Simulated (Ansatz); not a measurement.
C$_{2}$H$_{6}$ClNSi (`C/C(Cl)=N\[SiH3]`). Charge 0, multiplicity 1.

Z-matrix (Å, degrees):
```
C
C 1 1.492
H 1 1.092 2 109.7
H 1 1.090 2 110.6 3 121.3
H 1 1.092 2 109.7 3 -117.5
Cl 2 1.781 1 110.7 3 58.5
N 2 1.237 1 130.8 3 -121.6
Si 7 1.726 2 133.7 1 -0.0
H 8 1.482 7 107.3 2 121.4
H 8 1.482 7 107.3 2 -120.2
H 8 1.493 7 114.4 2 0.6
```

(1) Give the diagnostics of a CCSD(T)/def2-TZVPP run (frozen core, Ansatz). (Best estimate.)

## Answers

(1) The calculation gave: T1 = 0.0124, largest single amplitude 0.025, largest double 0.045, (T) share of the correlation energy 4.3 %, 9 CCSD cycles. The RHF solution is stable towards an unrestricted one. T1 lies under the customary mark of 0.02 for closed shells.
